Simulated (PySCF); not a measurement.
Se(Me)(SMe) (C2H6SSe), SMILES CS[Se]C. Geometry optimised at PBE-D3(BJ)/def2-SVP. The values are those of a single conformer.

Computed equilibrium geometry at PBE-D3(BJ)/def2-SVP (PySCF confirms it by a frequency run) as Cartesian coordinates in Å (one conformer of several):
```xyz
10

Se     0.3500     0.3274     0.7729
C      1.1151     1.6347    -0.4884
H      1.9265     1.1613    -1.0705
H      1.5262     2.4601     0.1268
H      0.3323     2.0317    -1.1609
S     -0.2543    -1.2653    -0.6410
C     -1.9213    -0.7330    -1.1792
H     -2.6121    -0.6523    -0.3184
H     -2.2844    -1.5256    -1.8655
H     -1.8837     0.2272    -1.7293
```
Charge 0, spin multiplicity 1.
